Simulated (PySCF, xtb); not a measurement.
# Two structures of CH4BrSi+

Structure X: a singlet given by its coordinates. Structure Y: `[SiH3][CH+]Br`, a singlet. Both are isolated ions in the gas phase, relaxed with PBE0-D4/def2-SVP.

X (Å):

```yaml
atoms:
  - { symbol: C, position_ang: [-2.2223, -0.7928, 0.8517] }
  - { symbol: Br, position_ang: [-2.0819, 1.2107, 0.5919] }
  - { symbol: Si, position_ang: [-1.8406, -0.5603, -0.9408] }
  - { symbol: H, position_ang: [-3.2445, -1.0180, 1.1814] }
  - { symbol: H, position_ang: [-1.4378, -1.0960, 1.5565] }
  - { symbol: H, position_ang: [-2.9628, -0.5355, -1.8980] }
  - { symbol: H, position_ang: [-0.4331, -0.6457, -1.3740] }
```

Close contacts (Å): C1–Br2 2.03, C1–Si3 1.85, Br2–Si3 2.35, C1–H4 1.10, C1–H5 1.10, Si3–H6 1.48, Si3–H7 1.48.

Y (Å):

```json
{"atom": "C", "x (Å)": "-2.0793", "y (Å)": "0.5245", "z (Å)": "-0.0503"}
{"atom": "Br", "x (Å)": "-1.0664", "y (Å)": "1.6550", "z (Å)": "0.8499"}
{"atom": "Si", "x (Å)": "-2.0335", "y (Å)": "-1.3918", "z (Å)": "0.0660"}
{"atom": "H", "x (Å)": "-3.4526", "y (Å)": "-1.6932", "z (Å)": "0.4098"}
{"atom": "H", "x (Å)": "-1.7156", "y (Å)": "-1.7412", "z (Å)": "-1.3494"}
{"atom": "H", "x (Å)": "-1.0182", "y (Å)": "-1.7681", "z (Å)": "1.0739"}
{"atom": "H", "x (Å)": "-2.7863", "y (Å)": "1.0235", "z (Å)": "-0.7366"}
```

Problem. Which of the two would you expect CCSD(T)/def2-SVP + ΔMP2/def2-TZVPP electronic energies to favour?

Solution. Structure X; the calculation gives E(Y) − E(X) = +39.1 kcal/mol.

How the difference moves with the method:

| level | geometry | E(Y) − E(X) (kcal/mol) | departure from the last row (kcal/mol) | job, with rough time for the two |
| --- | --- | --- | --- | --- |
| GFN2-xTB | GFN2-xTB | +42.5 | +3.4 | optimisation, 0.2 s |
| HF/STO-3G | GFN2-xTB | +30.7 | −8.4 | single point, 1.7 s |
| r2SCAN-D4/def2-SVP | GFN2-xTB | +32.5 | −6.5 | single point, 17 s |
| PBE0-D4/def2-SVP | PBE0-D4/def2-SVP | +39.9 | +0.8 | optimisation, 98 s |
| HF/def2-SVP | PBE0-D4/def2-SVP | +35.3 | −3.8 | part of the CCSD(T) run |
| MP2/def2-SVP | PBE0-D4/def2-SVP | +40.5 | +1.4 | part of the CCSD(T) run |
| CCSD(T)/def2-SVP | PBE0-D4/def2-SVP | +35.4 | −3.6 | single point |
| CCSD(T)/def2-SVP + ΔMP2/def2-TZVPP | PBE0-D4/def2-SVP | +39.1 |  | single point, 47 s |

The levels shown agree on the order. The largest departure from CCSD(T)/def2-SVP + ΔMP2/def2-TZVPP is that of HF/STO-3G, 8.4 kcal/mol. The last row adds to CCSD(T) the change of the MP2 difference between the two basis sets, here +3.6 kcal/mol, a large step that makes the value less sure.

With thermal terms from frequencies at re-optimised GFN2-xTB minima (ideal gas, soft modes damped towards free rotors, one conformer each, 298.15 K, 1 atm): the zero-point term adds −3.0 kcal/mol; ΔH is +36.5 and ΔG +35.7 kcal/mol.

The T1 diagnostic of structure Y is large, so the coupled-cluster value is less sure. The correlated steps freeze 15 core orbitals; the filled d shell of Br is correlated, in a basis made for valence electrons. Programs: PySCF 2.14.0, xtb 6.7.1; the last row on 2 threads of Arm Neoverse V1 on a shared host.
